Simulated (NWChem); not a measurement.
System: BHBrF; SMILES B(F)Br

Computed with NWChem. Pople sets run with spherical d functions. Structure relaxed at the PBE0/def2-SVP level.

**Question.** Taking PBE/6-311G** as the yardstick, which of these has the fewest basis functions while keeping “dipole (D)” within 0.2 D of it: PBE/3-21G; PBE/6-31G*; PBE/STO-3G?

**Answer.** PBE/3-21G.
| level | basis functions | dipole (D) | relative time (rough) |
|---|---|---|---|
| PBE/STO-3G | 29 | 0.96 | 1 |
| PBE/3-21G | 42 | 0.50 | 2 |
| PBE/6-31G* | 62 | 0.61 | 4 |
| PBE/6-311G** | 86 | 0.57 | 4 |

The yardstick is one finite set, not the basis-set limit.
